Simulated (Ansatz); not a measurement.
Total energies of As4⁺ from Ansatz at PBE0-D4/def2-TZVP, gas phase (1 Eh = 27.2114 eV = 2625.5 kJ/mol). The reference geometry is relaxed at PBE-D4/def2-SVP.

```xyz
4

As    0.559    0.297    1.401
As   -1.480    0.404    0.089
As    0.527    0.761   -1.227
As    0.394   -1.462   -0.263
```

```csv
state,geometry,energy (Eh)
charge 1 doublet,reference,-8942.23897
charge 0 singlet,reference,-8942.53120
charge 1 quartet,relaxed at PBE-D4/def2-SVP,-8942.17686
```

Q: Work out the vertical electron affinity, to the singlet.

A: E(charge 1 doublet) − E(charge 0 singlet) = -8942.23897 − (-8942.53120) = 0.29223 Eh = 7.95 eV.

Q: Which of the charge 1 states is lowest, and how far above it are the others?

A: The doublet. quartet: -8942.17686 − (-8942.23897) = 0.06211 Eh = 163.1 kJ/mol. The quartet differs in its bonds from the reference.

The structure comes from a short search, and lower isomers may exist.
